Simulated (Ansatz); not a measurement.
All values below come from frozen-core CCSD(T)/cc-pVTZ // PBE-D3(BJ)/def2-TZVP run with Ansatz (an electronic-structure program).

Ansatz 0.2 input:
```yaml
crystal:
  periodic: [false, false, false]
  atoms:
    - { symbol: C, position_ang: [2.169308, 0.877191, -0.010465] }
    - { symbol: N, position_ang: [1.217341, 0.395331, -0.699428] }
    - { symbol: Si, position_ang: [0.136846, -0.875591, -0.139031] }
    - { symbol: Si, position_ang: [-2.01245, 0.053071, 0.042118] }
    - { symbol: H, position_ang: [2.791143, 1.691523, -0.422193] }
    - { symbol: H, position_ang: [2.444556, 0.53514, 1.009692] }
    - { symbol: H, position_ang: [0.563391, -1.464903, 1.182339] }
    - { symbol: H, position_ang: [0.14909, -1.956611, -1.172115] }
    - { symbol: H, position_ang: [-2.009093, 1.156557, 1.054057] }
    - { symbol: H, position_ang: [-2.981047, -0.998898, 0.488248] }
    - { symbol: H, position_ang: [-2.468081, 0.60244, -1.272343] }
basis:
  gaussian: { orbitals: cc-pVTZ }
correlation:
  method: ccsd_t
```

Output:

```
Functional definition: HF
1286 factors; integrals over basis functions are off by at most 1.1e-3 eV
mean field evaluation 1: about -18345.4735 eV, gradient 3.0e1 eV
mean field evaluation 2: about -18345.7430 eV, gradient 3.1e1 eV
mean field evaluation 4: about -18348.5910 eV, gradient 4.6e0 eV
mean field evaluation 8: about -18348.6744 eV, gradient 2.8e-1 eV
mean field evaluation 16: about -18345.4727 eV, gradient 3.0e1 eV
mean field -18348.67520494 eV, -674.3013766028 hartree, gradient 6.7e-6 eV, S^2 0.000000; 0 other end points of the search recorded, 0 dependent functions left out
12 core orbitals not correlated
reference -18348.67520494 eV, -674.3013766028 hartree; 12, 12 occupied and 202, 202 virtual orbitals, 1286 factors
second order -16.68936137 eV of doubles, -0.00000000 eV of singles
cycle   1  -17.48474845 eV  change   -8.0e-1 eV  update   1.0e-1
cycle   2  -18.07329988 eV  change   -5.9e-1 eV  update   3.3e-2
cycle   3  -18.17552162 eV  change   -1.0e-1 eV  update   1.6e-2
cycle   4  -18.16699331 eV  change    8.5e-3 eV  update   4.3e-3
cycle   5  -18.16802700 eV  change   -1.0e-3 eV  update   1.9e-3
cycle   6  -18.16794797 eV  change    7.9e-5 eV  update   5.1e-4
cycle   7  -18.16781349 eV  change    1.3e-4 eV  update   2.0e-4
cycle   8  -18.16786042 eV  change   -4.7e-5 eV  update   8.0e-5
cycle   9  -18.16787090 eV  change   -1.0e-5 eV  update   3.2e-5
cycle  10  -18.16785321 eV  change    1.8e-5 eV  update   1.3e-5
perturbative correction -0.75625124 eV, -0.0277917203 hartree
Total energy: -18367.59930939 eV, -674.9968246139 hartree
```

Cost: about 3 core-minutes (a rough figure).
